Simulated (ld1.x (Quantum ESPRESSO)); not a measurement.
copper, TM semilocal: configuration errors across variants

copper, norm-conserving Troullier–Martins (semilocal form), made with ld1.x (Quantum ESPRESSO) 7.5 (PBE, scalar-relativistic). Core [Ne], reference 3s2 3p6 3d10 4s1 4p0. Waves: 3s (bound): rc 0.75 bohr; 3p (bound): rc 0.85 bohr; 3d (bound): rc 0.75 bohr. Local part: the d channel. Core correction: none.

Occupied shells without a wave of their own: 4s. They enter only through the test configuration that unscreens the potential.

All-electron excitation energies from the reference (eV): (1) 3s2 3p6 3d10 4s0 4p0 8.148; (2) 3s2 3p6 3d9 4s0 4p0 29.480; (3) 3s2 3p6 3d8 4s0 4p0 68.500; (4) 3s2 3p6 3d9 4s1 4p0 11.578; (5) 3s2 3p6 3d9 4s2 4p0 1.970; (6) 3s2 3p6 3d7 4s0 4p0 128.209; (7) 3s2 3p6 3d9 4s1 4p1 6.811.

In the semilocal form every listed channel keeps its own potential, so the choice of the local channel does not act on these tests. It acts once the file is put into the separable form.

A semilocal file is local in each channel, so a ghost entry of none says nothing of the separable form that plane-wave codes build from it.

For the base: The 4s level has no wave, so the channel is fitted at the deeper level alone: the likely source of the large errors.

On the changes marked as counting shells twice: ld1.x takes every shell without a wave as core, so the model core holds the marked electrons as well and exchange and correlation see them twice. This cancels in the reference configuration, but the file is broken for other ones, and its errors say nothing about a proper core correction.

3 further variants failed, have other tests or another functional or relativity, and are left out.

The file “all radii scaled by about 1.29 (s 0.96, p 1.10, d 0.96 bohr)” misses its own reference levels by 0.3 eV. The file “all radii scaled by about 1.39 (s 1.04, p 1.18, d 1.04 bohr)” misses its own reference levels by 0.4 eV.

Errors AE − PS in meV (a dash: test not solved or not reliable):

```csv
change,(1),(2),(3),(4),(5),(6),(7),bound ghosts
base,-76,-122,-181,+1.2,+77,-246,+14,none
wave 3p (bound): rc 0.85 bohr becomes 3p (bound): rc 0.54 bohr,-76,-122,-181,+1.3,+77,-245,+14,none
core correction a·sin(br)/r model core inside 0.48 bohr (4s counted twice),-177,-366,-572,-36,+65,-774,-9.4,none
local potential the s channel,-76,-122,-181,+1.3,+77,-246,+14,none
wave 3s (bound): rc 0.75 bohr becomes 3s (bound): rc 0.66 bohr,-49,-78,-117,+1.5,+50,-159,+13,none
"all radii scaled by about 1.29 (s 0.96, p 1.10, d 0.96 bohr)",-377,-612,-913,-7.3,+364,-1254,+28,none
"all radii scaled by about 0.75 (s 0.56, p 0.64, d 0.56 bohr)",-66,-92,-119,+13,+77,-143,+21,none
"all radii scaled by about 0.74 (s 0.56, p 0.62, d 0.56 bohr)",-66,-92,-119,+13,+77,-143,+21,none
"all radii scaled by about 1.39 (s 1.04, p 1.18, d 1.04 bohr)",-588,-945,-1404,-8.4,+568,-1926,+30,none
```

Question: Give the same row for: wave 3d (bound): rc 0.75 bohr becomes 3d (bound): rc 0.70 bohr.

Answer: -76, -120, -174, +3.1, +78, -232, +16; bound ghosts: none.
